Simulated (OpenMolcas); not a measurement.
**Nb2+ in a point-charge field**

Nb2+ among 2 point charges of -1.5 e arranged as a linear pair (D∞h), 2.23 Å from the ion.
```
   0.0000    0.0000    2.2300  -1.50
   0.0000    0.0000   -2.2300  -1.50
```

| Item | Value |
| --- | --- |
| Program | OpenMolcas 26.06 |
| Method | SS-CASPT2, IPEA 0.25 Eh, imaginary shift 0.1 Eh (closed shells correlated: 4s 4p) |
| Basis | ANO-RCC-VDZP [6s5p3d1f] |
| Scalar Hamiltonian | DKH2, point nucleus |
| Active space | 3 electrons in 5 orbitals (4d) |
| State averaging | 2S+1 = 4 even, 10 roots; 2S+1 = 2 even, 40 roots |
| Spin-orbit coupling | RASSI with atomic mean-field integrals over the reference wave functions |

The lowest spin-free states (labels by Λ), above the lowest:

| State | Degeneracy | E (cm-1) | Free-ion L (%) |
| --- | --- | --- | --- |
| 4Σ | 1 | 0 | F (85) |
| 4Π | 2 | 3410 | F (79) |
| 4Φ | 2 | 7340 | F (100) |
| 2Δ | 2 | 8390 | G (59) |
| 2Π | 2 | 10770 | P (69) |
| 2Γ | 2 | 11210 | H (65) |
| 4Δ | 2 | 11770 | F (100) |
| 2Φ | 2 | 11930 | G (83) |
| 4Π | 2 | 12060 | P (79) |
| 2Σ | 1 | 12200 | G (69) |
| 2H | 2 | 12540 | H (100) |
| 2Π | 2 | 14550 | G (93) |
| 2Σ | 1 | 15840 | P (46) |
| 2Δ | 2 | 18440 | G (77) |
| 2Φ | 2 | 18630 | H (86) |
| 2Δ | 2 | 20210 | D (60) |
| 2Π | 2 | 20580 | G (62) |
| 2Π | 2 | 20940 | D (38) |
| 2Γ | 2 | 22380 | G (65) |
| 2Σ | 1 | 22900 | D (58) |

The lowest levels with spin-orbit coupling:

| E (cm-1) | Degeneracy | 2S+1 | g |
| --- | --- | --- | --- |
| 0 | 2 | 4 | 1.99 3.18 3.18 |
| 120 | 2 | 4 | 0.00 0.00 5.97 |
| 3330 | 2 | 4 | 2.46 2.46 3.40 |
| 3490 | 2 | 4 | 0.61 3.22 3.22 |
| 3640 | 2 | 4 | 0.00 0.00 4.02 |
| 3790 | 2 | 4 | 0.00 0.00 7.97 |
| 6640 | 2 | 4 | 0.00 0.00 0.03 |
| 7200 | 2 | 4 | 0.00 0.00 4.03 |
| 7750 | 2 | 4 | 0.00 0.00 8.00 |
| 8250 | 2 | 4 | 0.00 0.00 11.94 |
| 8290 | 2 | 2 | 0.00 0.00 5.99 |
| 8860 | 2 | 2 | 0.00 0.00 2.02 |
| 10080 | 2 | 2 (87 %) | 0.14 0.21 0.21 |
| 10910 | 2 | 2 | 0.00 0.00 6.95 |
| 11290 | 2 | 2 | 0.00 0.00 9.75 |
| 11400 | 2 | 2 (75 %) | 0.00 0.00 3.79 |
| 11500 | 2 | 4 | 0.07 0.07 1.64 |
| 11740 | 2 | 4 | 0.00 0.00 2.33 |
| 11740 | 2 | 4 (55 %) | 0.00 0.00 5.14 |
| 11860 | 2 | 4 (84 %) | 0.90 0.90 3.62 |

Powder χT (cm3 K/mol): 0.77 at 2 K, 0.818 at 10 K, 1.05 at 50 K, 1.23 at 100 K, 1.38 at 200 K, 1.46 at 300 K. The effective moment at 300 K is 2.828 √(χT) = 3.41 μB.

The lowest level has 2S+1 = 4, for which the spin-only value is χT = S(S+1) / 2 = 1.875 cm3 K/mol (g = 2). The computed 1.456 at 300 K differs by -0.419, through orbital momentum, spin-orbit coupling and any other state in reach.

Roots that are degenerate in the reference are averaged as groups; the widest CASPT2 spread within a group is 51 cm-1 (the 2-fold group of multiplicity 2 near 30100 cm-1 above the lowest state of its run). Shifts and gaps below about the spread of the groups concerned are not significant. Free-ion shares, where given, are those of the reference states; single-state CASPT2 does not remix them. Point charges carry no covalency, so the field is a model and not that of real ligands. No measured value stands beside these numbers.

The CASPT2 steps took 3.5 s on 1 thread of Arm Neoverse V1 (shared host); the integral step is not counted.
